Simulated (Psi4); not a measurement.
C₂H₆AlCl, charge -1, doublet, geometry from GFN2-xTB (such geometries of metal compounds can be far from the true shape) (a state made from the parent by changing its charge; the spin is typed, not shown lowest) (a gas-phase anion, which may not be bound at this level), with bond 10-1 at 2.0 times its length; HF/STO-3G (Psi4).

The Psi4 input:
```
memory 2 GB

molecule {
-1 2
  Al    0.36695933    0.42865496    0.48164830
  C     1.95692773   -0.65701044   -0.32656185
  H     1.69918177   -1.63745946   -0.75295763
  H     2.72486752   -0.85434747    0.43432235
  H     2.46903929   -0.10900111   -1.13062786
  C    -0.55205430   -0.90172387    1.80277609
  H    -0.81963055   -1.88313168    1.38472315
  H    -1.48285509   -0.49444891    2.22328960
  H     0.09686377   -1.11066967    2.66467236
  Cl   -2.47133329    0.73239794   -2.82778186
}

set basis sto-3g
set reference uhf
set e_convergence 1e-8

energy('scf')
print_variables()
```

Task: Predict the main parts of the log of this Psi4 run.

Result: 
```
   => Loading Basis Set <=

    Name: STO-3G
    Role: ORBITAL
    Keyword: BASIS

         ---------------------------------------------------------
                                   SCF
               by Justin Turney, Rob Parrish, Andy Simmonett
                          and Daniel G. A. Smith
                              UHF Reference
         ---------------------------------------------------------

  ==> Geometry <==

    Molecular point group: c1
    Full point group: C1

    Geometry (in Angstrom), charge = -1, multiplicity = 2:

       Center              X                  Y                   Z               Mass
    ------------   -----------------  -----------------  -----------------  -----------------
         AL           0.964106314440     0.294570988639     1.169852305303    26.981538530000
         C            2.554074714440    -0.791094411361     0.361642155303    12.000000000000
         H            2.296328754440    -1.771543431361    -0.064753624697     1.007825032230
         H            3.322014504440    -0.988431441361     1.122526355303     1.007825032230
         H            3.066186274440    -0.243085081361    -0.442423854697     1.007825032230
         C            0.045092684440    -1.035807841361     2.490980095303    12.000000000000
         H           -0.222483565560    -2.017215651361     2.072927155303     1.007825032230
         H           -0.885708105560    -0.628532881361     2.911493605303     1.007825032230
         H            0.694010754440    -1.244753641361     3.352876365303     1.007825032230
         CL          -1.874186305560     0.598313968639    -2.139577854697    34.968852682000

  Running in c1 symmetry.

  Rotational constants: A =      0.15136  B =      0.03324  C =      0.02923 [cm^-1]
  Rotational constants: A =   4537.78191  B =    996.45592  C =    876.17850 [MHz]
  Nuclear repulsion =  142.830992139261298

  Charge       = -1
  Multiplicity = 2
  Electrons    = 49
  Nalpha       = 25
  Nbeta        = 24

  ==> Algorithm <==

  SCF Algorithm Type is DF.
  DIIS enabled.
  MOM disabled.
  Fractional occupation disabled.
  Guess Type is SAD.
  Energy threshold   = 1.00e-08
  Density threshold  = 1.00e-06
  Integral threshold = 1.00e-12

  ==> Primary Basis <==

  Basis Set: STO-3G
    Blend: STO-3G
    Number of shells: 22
    Number of basis functions: 34
    Number of Cartesian functions: 34
    Spherical Harmonics?: true
    Max angular momentum: 1

   => Loading Basis Set <=

[...]
   @DF-UHF iter   9:  -771.76030795091378   -1.05377e-08   3.95232e-07 DIIS
   @DF-UHF iter  10:  -771.76030795156089   -6.47105e-10   9.98745e-08 DIIS
  Energy and wave function converged.

  ==> Post-Iterations <==

   @Spin Contamination Metric:   6.473249633E-03
   @S^2 Expected:                7.500000000E-01
   @S^2 Observed:                7.564732496E-01
   @S   Expected:                5.000000000E-01
   @S   Observed:                5.000000000E-01

    Orbital Energies [Eh]
    ---------------------

    Alpha Occupied:

[...]
      25A      0.046645

    Alpha Virtual:

[...]
    Beta Occupied:

[...]
    Beta Virtual:

[...]
      34A      0.916517

    Final Occupation by Irrep:
              A
    DOCC [    24 ]
    SOCC [     1 ]
    NA   [    25 ]
    NB   [    24 ]

  @DF-UHF Final Energy:  -771.76030795156089

   => Energetics <=

    Nuclear Repulsion Energy =            142.8309921392612978
    One-Electron Energy =               -1368.4678709217785126
    Two-Electron Energy =                 453.8765708309563820
    Total Energy =                       -771.7603079515608897

  UHF NO Occupations:
  HONO-2 :   23  A 1.9992885
  HONO-1 :   24  A 1.9976317
  HONO-0 :   25  A 1.0000000
  LUNO+0 :   26  A 0.0023683
  LUNO+1 :   27  A 0.0007115
  LUNO+2 :   28  A 0.0000430
  LUNO+3 :   29  A 0.0000396

Computation Completed

Properties will be evaluated at   0.000000,   0.000000,   0.000000 [a0]

Properties computed using the SCF density matrix

 Multipole Moments:

 ------------------------------------------------------------------------------------
     Multipole            Electronic (a.u.)      Nuclear  (a.u.)        Total (a.u.)
 ------------------------------------------------------------------------------------

 L = 1.  Multiply by 2.5417464519 to convert [e a0] to [Debye]
 Dipole X            :         -5.4889271            8.5747606            3.0858335
 Dipole Y            :          7.3540434           -7.2834114            0.0706320
 Dipole Z            :         -5.6223984            9.2665290            3.6441306
 Magnitude           :                                                    4.7756722

 ------------------------------------------------------------------------------------

  Variable Map:
  ----------------------------------------------------------------------------
[...]
  Array Variable Map:
  ----------------------------------------------------------------------------
[...]
[...]
```
